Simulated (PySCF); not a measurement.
Precursor series Ti NH2-H. All species are isolated molecules in the gas phase. One relaxed conformer stands for each flexible species; it need not be the lowest.

Level of theory: TPSSh-D3(BJ)/def2-TZVP // BP86-D3(BJ)/def2-SVP (PySCF). All candidates: neutral, multiplicity 1. 

HOMO–LUMO gap: 5.26 eV
HOMO: -6.67 eV
LUMO: -1.41 eV

**Question.** Say which member has these values.
A. [Ti(NH2)3(H)]
B. [Ti(NH2)4]
C. [Ti(H)4]
D. [Ti(NH2)(H)3]

**Answer.** A, [Ti(NH2)3(H)]. The others give [Ti(NH2)4]: 4.78 eV, -6.01 eV, -1.23 eV; [Ti(NH2)(H)3]: 4.54 eV, -7.56 eV, -3.02 eV; [Ti(H)4]: 4.63 eV, -8.23 eV, -3.60 eV
